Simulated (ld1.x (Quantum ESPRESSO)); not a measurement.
## Pseudopotential generation for I: PAW, PBE, scalar-relativistic.

iodine, PAW, made with ld1.x (Quantum ESPRESSO) 7.5 (PBE, scalar-relativistic). Core [Ar] 3d10, reference 4s2 4p6 4d10 5s2 5p5. Waves: 4s (bound): rcut 1.30, rcutus 1.35 bohr; 5s (bound): rcut 1.30, rcutus 1.35 bohr; 4p (bound): rcut 1.20, rcutus 1.60 bohr; 5p (bound): rcut 1.20, rcutus 1.60 bohr; 4d (bound): rcut 0.85, rcutus 1.00 bohr; 4d channel at -3.1 Ry: rcut 0.85, rcutus 1.00 bohr; 4f channel at 0.3 Ry: rcut 1.25, rcutus 1.60 bohr; 4f channel at 0.9 Ry: rcut 1.25, rcutus 1.60 bohr. Local part: all-electron potential smoothed inside 0.90 bohr (lloc = -1). Core correction: Bessel-smoothed model core inside 1.00 bohr. Augmentation charge: BG, radius 0.70 bohr.

All-electron outer shells of the reference configuration (PBE, scalar-relativistic, ld1.x):

| shell | level (eV) | outermost node (bohr) | outermost maximum (bohr) |
| --- | --- | --- | --- |
| 3p | -859.35 | 0.13 | 0.28 |
| 3d | -605.97 | – | 0.23 |
| 4s | -180.60 | 0.37 | 0.68 |
| 4p | -127.57 | 0.37 | 0.72 |
| 4d | -50.28 | 0.35 | 0.78 |
| 5s | -17.41 | 0.88 | 1.70 |
| 5p | -7.09 | 0.96 | 2.02 |

**Question.** Estimate the cutoffs (Ry, on a coarse ladder) from which the occupation-weighted sum of valence levels, in a spherical-Bessel basis at the reference potential, stays within 10 and 1 mRy of its value at 400 Ry.

**Answer.** 160 Ry and 260 Ry.

**Question.** What does a ghost test show?

**Answer.** No extra level below or beside the all-electron valence levels (s, p, d, f tested).

**Question.** Is the overlap operator S = 1 + Σ q|β⟩⟨β| positive definite (Bessel basis up to 400 Ry)?

**Answer.** Yes: its lowest eigenvalue is 0.07 (s channel).

**Question.** Which valence shell sets the plane-wave cutoff?

**Answer.** 4d: its level needs 160 Ry to come within 1 mRy, against 60 Ry for 5s.

Its largest configuration-test error is -8.7 meV (4s2 4p6 4d10 5s2 5p4). Test run stopped at test 2 of 7 (negative rho).
